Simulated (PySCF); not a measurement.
**Partial charges of `N#CCCC(=O)[O-]`**

C4H4NO2 (charge -1).
Structure used (GFN2-xTB), in Å, numbered top down from 1:
```xyz
11
C4H4NO2 angstrom
N     -3.095    0.419    0.135
C     -2.037    0.088   -0.170
C     -0.707   -0.312   -0.496
C      0.285    0.100    0.592
C      1.774    0.119   -0.009
O      2.663   -0.053    0.827
O      1.847    0.320   -1.226
H     -0.679   -1.396   -0.647
H     -0.372    0.169   -1.425
H      0.252   -0.568    1.454
H      0.074    1.117    0.936
```

Density: PBE0/pcSseg-1 (PySCF); schemes: Mulliken, IAO, Hirshfeld and ESP-fitted. The structure is a single GFN2-xTB conformer in the gas phase; no vibrational or solvent corrections. The pcSseg-1 basis has no diffuse functions, a weakness for an anion.

**Question.** What partial charge does each atom carry?

**Answer.** In e:

```json
{"atom": "N1", "environment": "nitrile nitrogen", "Mulliken": "-0.320", "IAO": "-0.337", "Hirshfeld": "-0.305", "ESP-fitted": "-0.563"}
{"atom": "C2", "environment": "nitrile carbon", "Mulliken": "+0.038", "IAO": "+0.157", "Hirshfeld": "+0.073", "ESP-fitted": "+0.337"}
{"atom": "C3", "environment": "sp3 carbon next to a nitrile", "Mulliken": "-0.208", "IAO": "-0.311", "Hirshfeld": "-0.066", "ESP-fitted": "-0.122"}
{"atom": "C4", "environment": "sp3 carbon next to a carbonyl", "Mulliken": "-0.323", "IAO": "-0.338", "Hirshfeld": "-0.104", "ESP-fitted": "-0.036"}
{"atom": "C5", "environment": "carboxylate carbon", "Mulliken": "+0.412", "IAO": "+0.511", "Hirshfeld": "+0.112", "ESP-fitted": "+0.734"}
{"atom": "O6", "environment": "carboxylate oxygen", "Mulliken": "-0.561", "IAO": "-0.646", "Hirshfeld": "-0.434", "ESP-fitted": "-0.754"}
{"atom": "O7", "environment": "carboxylate oxygen", "Mulliken": "-0.565", "IAO": "-0.654", "Hirshfeld": "-0.410", "ESP-fitted": "-0.735"}
{"atom": "H8", "environment": "methylene hydrogen", "Mulliken": "+0.141", "IAO": "+0.161", "Hirshfeld": "+0.051", "ESP-fitted": "+0.066"}
{"atom": "H9", "environment": "methylene hydrogen", "Mulliken": "+0.170", "IAO": "+0.193", "Hirshfeld": "+0.043", "ESP-fitted": "+0.076"}
{"atom": "H10", "environment": "methylene hydrogen", "Mulliken": "+0.099", "IAO": "+0.129", "Hirshfeld": "+0.016", "ESP-fitted": "-0.018"}
{"atom": "H11", "environment": "methylene hydrogen", "Mulliken": "+0.117", "IAO": "+0.133", "Hirshfeld": "+0.024", "ESP-fitted": "+0.014"}
```

Mean size of the charges over all atoms: IAO 0.325 e, ESP-fitted 0.314 e, Mulliken 0.269 e, Hirshfeld 0.149 e. Each set sums to the total charge, -1, to within 0.001 e. The Mulliken scheme counts on each atom the diagonal of the density matrix times the overlap matrix over that atom's basis functions. The ESP scheme fits charges at the nuclei, held to the total charge, to the electrostatic potential on points at 1.4 to 2.0 times the van der Waals radii.

Lowest charge. All schemes pick atoms of one kind: Mulliken O7 (-0.565); IAO O7 (-0.654); Hirshfeld O6 (-0.434); ESP-fitted O6 (-0.754).

Highest charge. All schemes agree: Mulliken C5 (+0.412); IAO C5 (+0.511); Hirshfeld C5 (+0.112); ESP-fitted C5 (+0.734).

**Question.** How many electrons does the Hirshfeld scheme count on O6?

**Answer.** Z − q = 8 − (-0.434) = 8.434.

**Question.** How closely do the schemes follow one another over all atoms?

**Answer.** Correlation coefficient and root-mean-square difference: Mulliken with IAO 0.99, 0.069 e; Hirshfeld with ESP-fitted 0.93, 0.260 e; Mulliken with Hirshfeld 0.93, 0.148 e; IAO with Hirshfeld 0.93, 0.201 e; IAO with ESP-fitted 0.91, 0.175 e; Mulliken with ESP-fitted 0.90, 0.202 e.

**Question.** Sum the charges by element, for elements with more than one atom.

**Answer.** 
```csv
element,atoms,Mulliken,IAO,Hirshfeld,ESP-fitted
C,4,-0.081,+0.020,+0.015,+0.913
O,2,-1.125,-1.300,-0.844,-1.489
H,4,+0.527,+0.617,+0.135,+0.138
```

The run behind these numbers computed NMR shieldings as well. On an Arm Neoverse V1 with one thread, no GPU (shared host), this took 11 s of wall time and 0.65 GiB of memory at its peak.
